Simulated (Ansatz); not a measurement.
Basis sets compared for [5.6]paracyclophane (C23H30). Total charge 0; singlet. Geometry PBE-D4/def2-SVP. Ansatz on 4 threads of AMD EPYC 7R13 on a shared host and a share (37 GiB) of an NVIDIA H100 80GB HBM3; times are rough, and most runs start from earlier orbitals.

```xyz
53

C    -1.452    2.219    0.047
C    -2.261    1.419    0.867
C    -1.915    1.158    2.206
C    -0.718    1.722    2.693
C     0.094    2.515    1.873
C    -0.257    2.782    0.534
C     0.635    3.625   -0.348
C     1.682    2.830   -1.153
C     1.093    1.885   -2.209
C     2.133    1.355   -3.207
C     3.162    0.342   -2.665
C     2.763   -1.143   -2.800
C     1.644   -1.639   -1.911
C     1.919   -2.138   -0.622
C     0.905   -2.679    0.181
C    -0.430   -2.733   -0.267
C    -0.712   -2.195   -1.539
C     0.303   -1.666   -2.347
C    -1.522   -3.353    0.578
C    -2.233   -2.371    1.530
C    -1.329   -1.805    2.628
C    -2.053   -0.940    3.667
C    -2.785    0.287    3.086
H    -1.761    2.419   -0.991
H    -3.193    0.993    0.460
H    -0.419    1.544    3.739
H     1.020    2.950    2.283
H     0.006    4.204   -1.060
H     1.163    4.372    0.280
H     2.352    3.561   -1.660
H     2.328    2.263   -0.447
H     0.562    1.044   -1.715
H     0.316    2.441   -2.781
H     1.611    0.898   -4.077
H     2.680    2.231   -3.624
H     4.114    0.471   -3.223
H     3.408    0.567   -1.604
H     2.494   -1.335   -3.862
H     3.664   -1.760   -2.597
H     2.958   -2.135   -0.253
H     1.160   -3.096    1.168
H    -1.748   -2.221   -1.917
H     0.055   -1.289   -3.353
H    -1.091   -4.184    1.177
H    -2.279   -3.811   -0.092
H    -3.097   -2.895    1.997
H    -2.662   -1.541    0.929
H    -0.514   -1.210    2.162
H    -0.828   -2.648    3.155
H    -2.791   -1.557    4.226
H    -1.313   -0.600    4.424
H    -3.671   -0.041    2.504
H    -3.186    0.891    3.930
```

Single mean-field runs in def2-SVP, def2-TZVP are fitted with def2-universal-jkfit.

Binding counts from free atoms (C triplet, H doublet) in the same basis, without a counterpoise term.

```csv
level,functions,energy (Eh),HOMO (eV),LUMO (eV),binding per atom (eV),wall time
PBE-D4/def2-SVP,472,-892.7659,-5.55,-0.97,4.89,3.3 s
PBE0-D4/def2-SVP,472,-892.8992,-6.53,-0.09,4.82,3.1 s
```

(1) Estimate the rows for PBE-D4/def2-TZVP (with forces), PBE0-D4/def2-TZVP.

## Answers

(1) 
```
                         level  functions  energy (Eh)  HOMO (eV)  LUMO (eV)  binding per atom (eV)  wall time
PBE-D4/def2-TZVP (with forces)        893    -893.6963      -5.59      -1.10                   4.83        6 s
             PBE0-D4/def2-TZVP        893    -893.8142      -6.53      -0.21                   4.75      4.2 s
```
